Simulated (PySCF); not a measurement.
Ionising SnBr

TPSSh; basis Sn def2-TZVPPD with ECP28, Br def2-TZVPPD; scalar-relativistic core potentials; PySCF 2.14. Neutral (UKS): doublet (π ↑), Re = 2.528 Å, ωe = 239 cm⁻¹, De = 3.62 eV, HOMO -4.52 eV, LUMO -3.58 eV.

SnBr⁺ (UKS): singlet (closed shell), Re = 2.410 Å, ωe = 295 cm⁻¹, De = 3.97 eV to Sn⁺ + Br. The energies at the minima are -2788.33082 hartree for SnBr and -2788.07694 for SnBr⁺.

**Question.** Work out the adiabatic ionisation energy, without and with harmonic zero-point energies (1 hartree = 27.2114 eV, 1 eV = 8065.5 cm⁻¹), and the change of the bond length.

**Answer.** At TPSSh: 0.25388 hartree = 6.908 eV between the minima; the zero-point term (295.0 − 239.0)/2 cm⁻¹ = +0.003 eV makes it 6.912 eV. Re changes by -11.8 pm against the neutral. The electron leaves a π orbital, and the shorter bond of the ion fits an antibonding orbital, or a change in how ionic the bond is.

SnBr⁻ (UKS): triplet (π ↑↑), Re = 2.718 Å, ωe = 168 cm⁻¹, De = 1.66 eV to Sn + Br⁻. The energies at the minima are -2788.33082 hartree for SnBr and -2788.38641 for SnBr⁻.

**Question.** Work out the adiabatic electron affinity, without and with harmonic zero-point energies (1 hartree = 27.2114 eV, 1 eV = 8065.5 cm⁻¹), and the change of the bond length.

**Answer.** At TPSSh: 0.05559 hartree = 1.513 eV between the minima; the zero-point term (239.0 − 168.0)/2 cm⁻¹ = +0.004 eV makes it 1.517 eV. Re changes by +19.0 pm against the neutral. The electron enters a π orbital, and the longer bond of the ion fits an antibonding orbital, or a change in how ionic the bond is.

These are scalar-relativistic numbers at best; spin–orbit coupling would shift them, the dissociation energy most. For an ion De counts to the pair picked by the measured ionisation energies or electron affinities, which need not be the lowest pair at this level. The highest Kohn–Sham level is positive in this anion. Much of that is self-interaction error, but it also means that the finite basis helps to hold the extra electron. States were picked by a PBE0 search and need not be the measured ground states.
